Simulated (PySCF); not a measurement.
Precursor series Zn NH2-CH3. All species are isolated molecules in the gas phase. One relaxed conformer stands for each flexible species; it need not be the lowest.

The HOMO–LUMO gap from two functionals at the same geometries (BP86-D3(BJ)/def2-SVP), both in PySCF: PBE-D3(BJ)/def2-TZVP and TPSSh-D3(BJ)/def2-TZVP. 

```tsv
species	PBE-D3(BJ)/def2-TZVP (eV)
0 of 2 NH2 replaced by CH3 ([Zn(NH2)2])	4.31
1 of 2 NH2 replaced by CH3 ([Zn(NH2)(CH3)])	4.57
2 of 2 NH2 replaced by CH3 ([Zn(CH3)2])	5.49
```

### Question
What does TPSSh-D3(BJ)/def2-TZVP give for each?

### Answer

- 0 of 2 NH2 replaced by CH3 ([Zn(NH2)2]): 5.35
- 1 of 2 NH2 replaced by CH3 ([Zn(NH2)(CH3)]): 5.59
- 2 of 2 NH2 replaced by CH3 ([Zn(CH3)2]): 6.42
Over these rows, drawn at random from the members with no instability flagged (it was tested for open shells, ions and some series alone), PBE minus TPSSh-D3(BJ): mean -1.00 eV, from -1.04 eV to -0.92 eV.
